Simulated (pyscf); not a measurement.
`[S]=[Mo](=[S])([Cl])[Cl]`, singlet

Gas-phase minimum from PySCF at ωB97X-D3(BJ)/def2-SVP, one conformer. 

SMILES: [S]=[Mo](=[S])([Cl])[Cl]
```xyz
5

S      2.0483    -0.8696    -1.1294
Mo     0.2685    -0.0931    -0.4211
S      0.0680     1.8088    -1.2052
Cl    -1.4254    -1.3651    -1.1513
Cl     0.3695     0.0443     1.8132
```

Bonded distances (Å): S1–Mo2 2.067, Mo2–S3 2.067, Mo2–Cl4 2.241, Mo2–Cl5 2.241. Bond angles (°): S1–Mo2–S3 107.4, S1–Mo2–Cl4 109.0, S1–Mo2–Cl5 109.0, S3–Mo2–Cl4 109.0, S3–Mo2–Cl5 109.0, Cl4–Mo2–Cl5 113.2.

Properties at ωB97X-D3(BJ)/def2-SVP:

Harmonic wavenumbers, unscaled: 117, 152, 154, 156, 207, 417, 450, 625, 627 cm⁻¹
Zero-point energy: 4.2 kcal/mol
Rotational symmetry number: 2
Entropy of this conformer at 298 K and 1 atm, rigid rotor and harmonic oscillator, modes under 100 cm⁻¹ raised to 100: 359.9 J/(mol K)
Dipole moment: 0.21 D

Single-point totals, which compare only within one level:

```
level                   total energy (hartree)
----------------------  ----------------------
ωB97X-D3(BJ)/def2-TZVP             -1785.29023
PBE/def2-TZVP                      -1784.59276
r²SCAN/def2-TZVP                   -1785.19408
B3LYP-D3(BJ)/def2-TZVP             -1785.35328
PBE0-D3(BJ)/def2-TZVP              -1784.66459
M06-2X/def2-TZVP                   -1785.04618
ωB97M-D3(BJ)/def2-TZVP             -1785.37856
```

Elements past Kr carry the def2 core potentials, without spin-orbit coupling.
